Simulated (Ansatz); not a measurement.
AlGaH3N, 6 atoms. The species carries charge 0 and has multiplicity 1. Correlated methods include outer-core shells of Ga, which these sets cover unevenly. Scalar relativity is left out up to krypton. The bonds changed during the relaxation, so this is another structure than the one it started from. All runs use 2 threads of an Arm Neoverse V1 on a shared host. Correlated methods freeze the cores. Open-shell runs search over several starts.

**Question.** How many basis functions does each run have, and how long does it take in Ansatz? UKS B3LYP-D4/def2-TZVPP energy of the cation; RKS B97M-V/def2-TZVPP energy; RHF-CCSD(T)/def2-TZVPP energy; UKS r2SCAN-D4/def2-TZVPP energy of the cation; UKS B2PLYP (frozen core)/def2-TZVPP energy of the cation; RKS PBE0-D4/def2-QZVPP energy; RKS ωB97M-V/def2-QZVPP energy; RKS SPW92 (LDA)/def2-TZVPP energy; UHF-CCSD(T)/def2-TZVPP energy of the cation; RKS PBE0-D4/def2-TZVP frequencies; RHF-MP2/def2-QZVPP energy; UKS PBE-D4/def2-TZVPP energy of the cation. (Estimate.)

**Answer.** Ansatz gave: Other jobs shared the machine, so times are rough.

| level | job | functions | wall time | peak host memory (GiB) |
| --- | --- | --- | --- | --- |
| RKS SPW92 (LDA)/def2-TZVPP | energy | 163 | 1.1 s | 0.17 |
| UKS PBE-D4/def2-TZVPP | energy of the cation | 163 | 6 s | 0.33 |
| RKS PBE0-D4/def2-QZVPP | energy | 306 | 7.5 s | 0.81 |
| RKS B97M-V/def2-TZVPP | energy | 163 | 8 s | 0.24 |
| UKS B3LYP-D4/def2-TZVPP | energy of the cation | 163 | 10 s | 0.46 |
| RHF-MP2/def2-QZVPP | energy | 306 | 14 s | 1 |
| UKS r2SCAN-D4/def2-TZVPP | energy of the cation | 163 | 14 s | 0.33 |
| UKS B2PLYP (frozen core)/def2-TZVPP | energy of the cation | 163 | 14 s | 0.58 |
| RKS ωB97M-V/def2-QZVPP | energy | 306 | 18 s | 0.98 |
| RHF-CCSD(T)/def2-TZVPP | energy | 163 | 29 s | 1.2 |
| RKS PBE0-D4/def2-TZVP | frequencies | 134 | 68 s | 0.33 |
| UHF-CCSD(T)/def2-TZVPP | energy of the cation | 163 | 2.3 min | 2.8 |

B3LYP here is the variant with VWN-RPA as its local correlation; programs differ in this.
